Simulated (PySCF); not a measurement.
C2H11NOSi2.
SMILES with atom numbers: `[CH3:1][CH2:2][O:3][SiH2:4][SiH2:5][NH2:6]` (hydrogens: H7, H8, H9 on C1; H10, H11 on C2; H12, H13 on Si4; H14, H15 on Si5; H16, H17 on N6)

Geometry (PBE0-D3(BJ)/def2-SVP, Å), atoms numbered from 1 in this order:
```
atom  x, y, z in Å
C1    -2.973   -0.603    0.058
C2    -2.169    0.660   -0.168
O3    -0.859    0.559    0.339
Si4    0.425   -0.168   -0.443
Si5    2.342    0.341    0.797
N6     3.700   -0.266   -0.107
H7    -4.009   -0.472   -0.293
H8    -2.538   -1.458   -0.483
H9    -3.000   -0.855    1.129
H10   -2.650    1.509    0.345
H11   -2.149    0.910   -1.248
H12    0.241   -1.653   -0.563
H13    0.526    0.360   -1.848
H14    2.346    1.815    1.101
H15    2.327   -0.369    2.113
H16    4.603   -0.331    0.350
H17    3.819    0.036   -1.068
```

Computed, not measured: PBE0-D3(BJ)/def2-SVP geometry optimisation, gas phase (PySCF).

Take the most abundant isotopes and a rigid rotor. The values belong to one conformer with, in the numbering `[CH3:1][CH2:2][O:3][SiH2:4][SiH2:5][NH2:6]`, C1–C2–O3–Si4 82°, C2–O3–Si4–Si5 171°, O3–Si4–Si5–N6 -174°, Si4–Si5–N6–H -167° and 55°.

Task: Give the principal moments of inertia and the rotational constants in MHz.

Result: Ia = 67.25, Ib = 617.38, Ic = 639.27 u·Å²; 505379 MHz·u·Å²/I gives A = 7515, B = 818.6, C = 790.6 MHz.

Task: Classify the top.

Result: A near-prolate asymmetric top. Ray's parameter κ = (2B − A − C)/(A − C) = -0.992; −1 is the prolate and +1 the oblate limit.

Task: Is it planar, by Δ = Ic − Ia − Ib?

Result: Not planar: Δ = Ic − Ia − Ib = -45.36 u·Å². For a rigid frame Δ = −2 Σ m c², so Σ m c² = 22.68 u·Å² lies off the ab plane: 12.79 from hydrogen and 9.89 from heavier atoms. The atom farthest from that plane is 1.55 Å away.

Task: Give the other two planar moments, Paa and Pbb, and the rms extents of the mass along the axes.

Result: Paa = Σ m a² = (Ib + Ic − Ia)/2 = 594.70 and Pbb = Σ m b² = (Ia + Ic − Ib)/2 = 44.57 u·Å². With the mass M = 121.04 u, the rms extents √(P/M) along a, b and c are 2.22, 0.61, 0.43 Å.

Task: List the rotational levels J(Ka,Kc) to J = 2 (K).

Result: Above 0(0,0), as E/k:
J = 1: 1(0,1) 0.077, 1(1,1) 0.399, 1(1,0) 0.400
J = 2: 2(0,2) 0.232, 2(1,2) 0.552, 2(1,1) 0.556, 2(2,1) 1.520, 2(2,0) 1.520

Task: Which lines would a microwave search look for?

Result: The dipole components are |μa| = 0.45 D, |μb| = 0.74 D, |μc| = 0.81 D. The squared components, which scale the intensities, stand as 0.30 : 0.84 : 1.00 (a : b : c). Some lines, for components of 0.1 D or more:

| type | branch | J(Ka,Kc) | MHz | lower level (cm⁻¹) |
| --- | --- | --- | --- | --- |
| a | R | 1(0,1) ← 0(0,0) | 1609 | 0.000 |
| a | R | 2(0,2) ← 1(0,1) | 3218 | 0.054 |
| a | R | 3(1,2) ← 2(1,1) | 4869 | 0.386 |
| c | Q | 2(1,2) ← 2(0,2) | 6668 | 0.161 |
| b | Q | 1(1,0) ← 1(0,1) | 6724 | 0.054 |
| b | Q | 3(1,2) ← 3(0,3) | 6795 | 0.322 |
| b | R | 2(1,2) ← 1(0,1) | 9886 | 0.054 |
| c | R | 2(1,1) ← 1(0,1) | 9971 | 0.054 |
| c | Q | 2(2,1) ← 2(1,1) | 20089 | 0.386 |
| b | Q | 3(2,2) ← 3(1,3) | 20215 | 0.543 |
| c | R | 2(2,1) ← 1(1,1) | 23363 | 0.277 |
| c | R | 3(2,1) ← 2(1,1) | 24917 | 0.386 |
| c | Q | 3(3,1) ← 3(2,1) | 33551 | 1.217 |
| c | R | 3(3,0) ← 2(2,0) | 38379 | 1.056 |
| c | R | 3(3,1) ← 2(2,1) | 38379 | 1.056 |

Task: Estimate the classical rotational partition function at 50 K, 100 K and 200 K.

Result: Point group C1, symmetry number σ = 1; q = (√π/σ)·√((kT/h)³/(ABC)), k/h = 20836.6 MHz/K: 27000 at 50 K, 76400 at 100 K, 216000 at 200 K.

Stationary, but not proved a minimum. Zero-point vibration and centrifugal distortion are left out. A rigid rotor knows nothing of inversion at nitrogen or internal rotation, which can split or shift real lines. Quadrupole hyperfine structure (14N) is left out.
